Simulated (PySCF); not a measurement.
## Er⁵⁶⁺: ionisation energy

Er⁵⁶⁺ [Ne] 3s2 (1S) → Er⁵⁷⁺ [Ne] 3s1 (2S), as a difference of total energies. Calculation: PySCF 2.14, in an even-tempered Gaussian basis (16 s from 15 bohr⁻², ratio 2.5; 10 p from 19 bohr⁻², ratio 2.5; 4 d from 69 bohr⁻², ratio 2.7; 4 f from 100 bohr⁻², ratio 2.7); the non-relativistic Hamiltonian (point nucleus). Correlated levels: outer shells: 1s2 frozen; virtual orbitals above 40 to 60 times the deepest correlated orbital energy dropped. The calculations carry no spin-orbit coupling.

```
                method  ionisation energy (eV)  difference from reference (eV)
                   UHF                  5347.1                          -347.9
                   LDA                  5351.8                          -343.2
                   PBE                  5354.9                          -340.1
                  PBE0                  5353.3                          -341.7
                r2SCAN                  5346.4                          -348.6
                  MN15                  5345.7                          -349.3
                PBEsol                  5352.0                          -343.0
    MP2 (outer shells)                  5352.1                          -342.9
SCS-MP2 (outer shells)                  5352.9                          -342.1
```

Reference: 5695 ± 5 eV (theoretical estimate listed by NIST; NIST Atomic Spectra Database, ionization energies).

The gap to the reference is mostly relativistic.
